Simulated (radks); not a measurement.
Spherical jellium clusters: N electrons in a uniform positive sphere of charge N and radius rs N^(1/3), rs = 2.72 bohr. Level of theory: non-relativistic Kohn-Sham, PBE, spin-polarised, spherical densities (a radial shooting solver with Libxc functionals). Levels are named by radial order and angular momentum (1s, 1p, 1d, 2s, ...), and open shells are averaged over m. Each electron was tried in the lowest free levels, single moves between levels near the top were tried too, and the lowest total energy was kept; such a search can miss a lower state. Energies include the self-energy of the background; IP and EA are vertical (highest electron removed, lowest free level filled), at fixed background; spill-out counts the electrons outside the background radius R, and alpha is the static dipole polarisability from linear response (closed shells only). A dash means not computed or, for alpha, an open shell; in EA it means that no bound solution was reached, which is typical of self-interaction and does not show that the anion is unstable. Real open-shell clusters deform, which this model forbids.

| N | open shells | 2S | E(N+1) + E(N-1) - 2E(N) (eV) | IP (eV) | EA (eV) | -e(HOMO) (eV) |
|---|---|---|---|---|---|---|
| 1 | 1s(up 1, down 0) | 1 | - | - | - | 3.867 |
| 2 | none | 0 | 1.897 | 6.941 | - | 4.290 |
| 3 | 1p(up 1, down 0) | 1 | -0.973 | 4.499 | - | 2.399 |
| 4 | 1p(up 2, down 0) | 2 | -0.773 | 5.486 | - | 3.243 |
| 5 | 1p(up 3, down 0) | 3 | 0.576 | 6.056 | - | 3.805 |
| 6 | 1p(up 3, down 1) | 2 | -0.747 | 5.273 | - | 3.328 |
| 7 | 1p(up 3, down 2) | 1 | -0.516 | 5.903 | 1.990 | 3.884 |
| 8 | none | 0 | 2.309 | 6.290 | - | 4.270 |
| 9 | 1d(up 1, down 0) | 1 | -0.453 | 3.863 | - | 2.121 |
| 10 | 1d(up 2, down 0) | 2 | -0.401 | 4.346 | - | 2.587 |
| 11 | 1d(up 3, down 0) | 3 | -0.352 | 4.721 | - | 2.960 |
| 12 | 1d(up 4, down 0) | 4 | -0.309 | 5.022 | - | 3.268 |
| 13 | 1d(up 5, down 0) | 5 | 0.477 | 5.269 | - | 3.528 |
| 14 | 1d(up 5, down 0) 2s(up 1, down 0) | 6 | -0.036 | 4.728 | - | 3.168 |
| 15 | 1d(up 5, down 2) | 3 | -0.475 | 4.893 | 1.700 | 3.264 |
| 16 | 1d(up 5, down 3) | 2 | -0.264 | 5.158 | 1.964 | 3.530 |
| 17 | 1d(up 5, down 4) | 1 | -0.229 | 5.375 | 2.192 | 3.754 |
| 18 | none | 0 | 0.195 | 5.557 | 2.074 | 3.946 |
| 19 | 2s(up 1, down 0) | 1 | 0.369 | 5.316 | 1.826 | 3.781 |
| 20 | none | 0 | 1.175 | 4.961 | - | 3.534 |
| 21 | 1f(up 1, down 0) | 1 | -0.235 | 3.837 | - | 2.366 |
| 22 | 1f(up 2, down 0) | 2 | -0.216 | 4.058 | - | 2.591 |
| 23 | 1f(up 3, down 0) | 3 | -0.199 | 4.252 | - | 2.791 |
| 24 | 1f(up 4, down 0) | 4 | -0.184 | 4.425 | 1.561 | 2.971 |
| 25 | 1f(up 5, down 0) | 5 | -0.171 | 4.580 | 1.728 | 3.133 |
| 26 | 1f(up 6, down 0) | 6 | -0.158 | 4.719 | 1.881 | 3.281 |
| 27 | 1f(up 7, down 0) | 7 | 0.539 | 4.846 | - | 3.416 |
| 28 | 1f(up 7, down 1) | 6 | -0.189 | 4.276 | 1.547 | 2.894 |
| 29 | 1f(up 7, down 2) | 5 | -0.172 | 4.445 | 1.723 | 3.067 |
| 30 | 1f(up 7, down 3) | 4 | -0.158 | 4.595 | 1.882 | 3.222 |
| 31 | 1f(up 7, down 4) | 3 | -0.145 | 4.730 | 2.027 | 3.363 |
| 32 | 1f(up 7, down 5) | 2 | -0.134 | 4.853 | 2.161 | 3.492 |
| 33 | 1f(up 7, down 6) | 1 | -0.125 | 4.964 | 2.284 | 3.610 |
| 34 | none | 0 | 0.509 | 5.066 | 1.843 | 3.718 |
| 35 | 2p(up 1, down 0) | 1 | -0.100 | 4.534 | 2.003 | 3.253 |
| 36 | 2p(up 2, down 0) | 2 | -0.079 | 4.666 | 2.137 | 3.385 |
| 37 | 2p(up 3, down 0) | 3 | 0.423 | 4.773 | 1.792 | 3.497 |
| 38 | 2p(up 3, down 1) | 2 | -0.110 | 4.376 | 1.969 | 3.159 |
| 39 | 2p(up 3, down 2) | 1 | -0.089 | 4.530 | 2.119 | 3.309 |
| 40 | none | 0 | - | 4.657 | 1.458 | 3.437 |

All shells are closed at N = 2, 8, 18, 20, 34, 40 (there: 1s2 1p6 1d10 2s2 1f14 2p6); the second difference of the energy has clear peaks (12 % above both neighbours; the first and last values, which can be the largest, are not judged, and half-filled shells can peak too) at N = 5, 8, 13, 20, 27, 34, 37.
